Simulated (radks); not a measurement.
Sr I, configuration [Kr] 5s2.

All-electron calculation, Dirac Kohn-Sham, PBE, spin-unpolarised, spherical densities, finite nucleus; Fermi nuclear charge, rms radius 4.224 fm. Program: a radial shooting solver on a logarithmic mesh with Libxc functionals.

Energy parts (Ry):
part                        energy
total                  -6359.53186
kinetic                 6550.76037
electron-nucleus      -15346.33719
Hartree                 2646.19396
exchange-correlation    -210.14900

Orbitals (lengths in bohr, moments of r in powers of bohr):
orbital,occ.,eigenvalue (Ry),<1/r>
1s1/2,2,-1170.878,39.00
2s1/2,2,-158.5193,8.780
2p1/2,2,-144.2601,8.751
2p3/2,4,-139.2322,8.411
3s1/2,2,-24.51956,2.934
3p1/2,2,-19.34133,2.825
3p3/2,4,-18.57055,2.743
3d3/2,4,-9.48407,2.520
3d5/2,6,-9.34957,2.499
4s1/2,2,-3.00485,0.9922
4p1/2,2,-1.73482,0.8627
4p3/2,4,-1.64956,0.8414
5s1/2,2,-0.25914,0.2926

The highest occupied level is 5s1/2 at -3.526 eV. The density falls to 0.001 e/bohr^3 at r = 5.26 bohr.
